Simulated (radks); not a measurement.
Effect of the nuclear size on the aluminium ion Al+, [Ne] 3s2. Calculated with a radial shooting solver on a logarithmic mesh with Libxc functionals: Dirac Kohn-Sham, LDA (Slater exchange, Perdew-Wang correlation), spin-unpolarised, spherical densities, finite nucleus; Fermi nuclear charge, rms radius 3.061 fm. The rms radius is varied about that value; shifts are against it.

rms radius (fm)	total energy shift (eV)	density at nucleus (e/bohr^3)	1s1/2 shift (meV)
2.4641	-0.00130	1493	-0.540
2.9386	-0.000289	1490	-0.120
3.061	0	1489	0.000
3.2049	0.000354	1488	0.147
3.5936	0.00139	1486	0.578

Slopes of the eigenvalues against <r^2> in GHz/fm^2, as finite differences over the two radii next to the reference (eigenvalue slopes, not the field-shift constants of lines): 1s1/2 39.5.
